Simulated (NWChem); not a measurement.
System: GeHCl$_{3}$; SMILES [Cl][GeH]([Cl])[Cl]

The following NWChem deck was run.

```
start job
memory heap 200 mb stack 900 mb global 1100 mb
geometry units angstroms noautosym nocenter noautoz
  Ge     0.000000     0.000000     0.435165
  Cl    -0.489539     1.941094    -0.312842
  Cl     1.925806    -0.546594    -0.312842
  Cl    -1.436267    -1.394500    -0.312842
  H      0.000000     0.000000     1.961595
end
basis spherical
  Ge library 6-31g*
  Cl library 6-31g*
  H library 6-31g*
end
dft
  xc xcamb88 1.00 lyp 0.81 vwn_5 0.19 hfexch 1.00
  cam 0.33 cam_alpha 0.19 cam_beta 0.46
  iterations 150
end
property
  response 1 0.0
end
task dft property
```

Output (shortened):

```
             Northwest Computational Chemistry Package (NWChem) 7.3.0
             --------------------------------------------------------

                             Geometry "geometry" -> ""
                             -------------------------

 Output coordinates in angstroms (scale by  1.889725989 to convert to a.u.)

  No.       Tag          Charge          X              Y              Z
 ---- ---------------- ---------- -------------- -------------- --------------
    1 Ge                  32.0000     0.00000000     0.00000000     0.43516500
    2 Cl                  17.0000    -0.48953900     1.94109400    -0.31284200
    3 Cl                  17.0000     1.92580600    -0.54659400    -0.31284200
    4 Cl                  17.0000    -1.43626700    -1.39450000    -0.31284200
    5 H                    1.0000     0.00000000     0.00000000     1.96159500

 Effective nuclear repulsion energy (a.u.)     556.4354782254

                              NWChem Property Module
                              ----------------------

                                 NWChem DFT Module
                                 -----------------

 Summary of "ao basis" -> "ao basis" (spherical)
 ------------------------------------------------------------------------------
       Tag                 Description            Shells   Functions and Types
 ---------------- ------------------------------  ------  ---------------------
 Ge                          6-31g*                 12       32   5s4p3d
 Cl                          6-31g*                  8       18   4s3p1d
 H                           6-31g*                  2        2   2s

            General Information
            -------------------
          SCF calculation type: DFT
          Wavefunction type:  closed shell.
          No. of atoms     :     5
          No. of electrons :    84
           Alpha electrons :    42
            Beta electrons :    42
          Charge           :     0
          Spin multiplicity:     1
          Use of symmetry is: off; symmetry adaption is: off
          Maximum number of iterations: 150
          AO basis - number of functions:    88
                     number of shells:    38
          Convergence on energy requested:  1.00D-06
          Convergence on density requested:  1.00D-05
          Convergence on gradient requested:  5.00D-04

              XC Information
              --------------
                     Hartree-Fock (Exact) Exchange  1.000
                   CAM-Becke88 Exchange Functional  1.000
                      VWN V Correlation Functional  0.190 local
              Lee-Yang-Parr Correlation Functional  0.810

           Range-Separation Parameters
           ---------------------------
           Alpha           :  0.19
           Beta            :  0.46
           Gamma           :  0.33
           Short-Range HF  :     F

             Grid Information
             ----------------
          Grid used for XC integration:  medium
          Radial quadrature: Mura-Knowles
          Angular quadrature: Lebedev.
          Tag              B.-S. Rad. Rad. Pts. Rad. Cut. Ang. Pts.
          ---              ---------- --------- --------- ---------
          Ge                  1.25      112           8.0       590
          Cl                  1.00       88          10.0       590
          H                   0.35       45           9.0       434
          Grid pruning is: on
          Number of quadrature shells:   421
          Spatial weights used:  Erf1

      Superposition of Atomic Density Guess
      -------------------------------------

 Sum of atomic energies:       -3453.87141716

      Non-variational initial energy
      ------------------------------

 Total energy =   -3454.663870
 1-e energy   =   -5910.699978
 2-e energy   =    1899.600629
 HOMO         =      -0.397360
 LUMO         =       0.009303

   convergence    iter        energy       DeltaE   RMS-Dens  Diis-err
 ---------------- ----- ----------------- --------- --------- ---------
 d= 0,ls=0.0,diis     1  -3458.0524043302 -4.01D+03  1.62D-02  6.16D-01
 d= 0,ls=0.0,diis     2  -3458.0799609885 -2.76D-02  7.52D-03  4.03D-01
 d= 0,ls=0.0,diis     3  -3458.1364973406 -5.65D-02  9.03D-04  2.71D-02
 d= 0,ls=0.0,diis     4  -3458.1380957284 -1.60D-03  2.89D-04  2.31D-03
 d= 0,ls=0.0,diis     5  -3458.1382486654 -1.53D-04  8.04D-05  2.18D-05
  Resetting Diis
 d= 0,ls=0.0,diis     6  -3458.1382520842 -3.42D-06  2.20D-05  1.69D-06
 d= 0,ls=0.0,diis     7  -3458.1382524385 -3.54D-07  6.24D-06  9.43D-08

         Total DFT energy =    -3458.138252438524
      One electron energy =    -5909.045826067066
           Coulomb energy =     2058.872585924323
    Exchange-Corr. energy =     -164.400490521166
 Nuclear repulsion energy =      556.435478225384

 Numeric. integr. density =       83.999996758320

                       DFT Final Molecular Orbital Analysis
                       ------------------------------------

 Vector   40  Occ=2.000000D+00  E=-4.025004D-01
              MO Center=  5.6D-01,  1.8D-01, -2.6D-01, r^2= 4.8D+00
   Bfn.  Coefficient  Atom+Function         Bfn.  Coefficient  Atom+Function
  ----- ------------  ---------------      ----- ------------  ---------------
    59      0.395411  3 Cl pz                41     -0.302927  2 Cl pz
    57      0.303867  3 Cl px                39      0.242161  2 Cl px
    75      0.240617  4 Cl px                63      0.214621  3 Cl pz
    40     -0.206299  2 Cl py                58     -0.168883  3 Cl py
    45     -0.164422  2 Cl pz                55     -0.154024  3 Cl pz

 Vector   41  Occ=2.000000D+00  E=-4.011310D-01
              MO Center=  5.0D-05, -4.2D-05,  6.1D-02, r^2= 5.0D+00
   Bfn.  Coefficient  Atom+Function         Bfn.  Coefficient  Atom+Function
  ----- ------------  ---------------      ----- ------------  ---------------
    41      0.383694  2 Cl pz                59      0.383723  3 Cl pz
    77      0.383706  4 Cl pz                88     -0.224188  5 H  s
    45      0.200031  2 Cl pz                63      0.200046  3 Cl pz
    81      0.200037  4 Cl pz                87     -0.172845  5 H  s
    13     -0.160965  1 Ge pz                37     -0.149552  2 Cl pz

 Vector   42  Occ=2.000000D+00  E=-3.929643D-01
              MO Center=  2.0D-05,  1.2D-06, -3.1D-01, r^2= 5.2D+00
   Bfn.  Coefficient  Atom+Function         Bfn.  Coefficient  Atom+Function
  ----- ------------  ---------------      ----- ------------  ---------------
    39      0.424401  2 Cl px                58     -0.421063  3 Cl py
    76      0.314022  4 Cl py                75     -0.304892  4 Cl px
    43      0.228555  2 Cl px                62     -0.226757  3 Cl py
    80      0.169112  4 Cl py                35     -0.165114  2 Cl px
    54      0.163816  3 Cl py                79     -0.164195  4 Cl px

 Vector   43  Occ=0.000000D+00  E=-1.755928D-02
              MO Center=  5.1D-08,  1.1D-06,  1.0D-01, r^2= 4.4D+00
   Bfn.  Coefficient  Atom+Function         Bfn.  Coefficient  Atom+Function
  ----- ------------  ---------------      ----- ------------  ---------------
    10      1.092367  1 Ge s                 14     -0.474013  1 Ge s
    44     -0.352403  2 Cl py                61     -0.349628  3 Cl px
    88      0.321234  5 H  s                 17      0.309687  1 Ge pz
    40     -0.304588  2 Cl py                57     -0.302188  3 Cl px
     6     -0.286101  1 Ge s                 42      0.270186  2 Cl s

 Vector   44  Occ=0.000000D+00  E= 3.557881D-02
              MO Center=  7.6D-02,  3.5D-02,  6.0D-01, r^2= 4.8D+00
   Bfn.  Coefficient  Atom+Function         Bfn.  Coefficient  Atom+Function
  ----- ------------  ---------------      ----- ------------  ---------------
    16      0.882435  1 Ge py                15      0.642208  1 Ge px
    78      0.635857  4 Cl s                 12      0.546672  1 Ge py
    42     -0.413044  2 Cl s                 11      0.397851  1 Ge px
    62     -0.288803  3 Cl py                79      0.287385  4 Cl px
    43     -0.266579  2 Cl px                81      0.237043  4 Cl pz

 Vector   45  Occ=0.000000D+00  E= 3.557925D-02
              MO Center= -7.6D-02, -3.5D-02,  6.0D-01, r^2= 4.8D+00
   Bfn.  Coefficient  Atom+Function         Bfn.  Coefficient  Atom+Function
  ----- ------------  ---------------      ----- ------------  ---------------
    15      0.882430  1 Ge px                16     -0.642205  1 Ge py
    60     -0.605583  3 Cl s                 11      0.546676  1 Ge px
    42      0.495756  2 Cl s                 12     -0.397853  1 Ge py
    61      0.350863  3 Cl px                44     -0.311744  2 Cl py
    80      0.242219  4 Cl py                63     -0.225756  3 Cl pz

     Multipole analysis of the density
     ---------------------------------

     L   x y z        total         alpha         beta         nuclear
     -   - - -        -----         -----         ----         -------
     0   0 0 0     -0.000000    -42.000000    -42.000000     84.000000

     1   1 0 0     -0.000000     -0.000000     -0.000000      0.000000
     1   0 1 0      0.000001      0.000001      0.000001      0.000000
     1   0 0 1      0.696005      0.412317      0.412317     -0.128628

[...]

 DFT Linear Response polarizability / au
 Frequency  =       0.0000000 / au
              X              Y              Z
 -----------------------------------------------
 X      58.1120464     -0.0000407     -0.0000014
 Y      -0.0000407     58.1120365      0.0000063
 Z      -0.0000014      0.0000063     42.0646221
 -----------------------------------------------
 Eigenvalues =      58.1120825     58.1120005     42.0646221
 Isotropic   =      52.7629017
 Anisotropic =      16.0474194
 -----------------------------------------------

 Magnetic Dipole Response Matrix (nonzero elements):

 Exiting AOResponse driver routine
```

Level: CAM-B3LYP/6-31G* (spherical d). Structure relaxed at the PBE0/def2-SVP level.
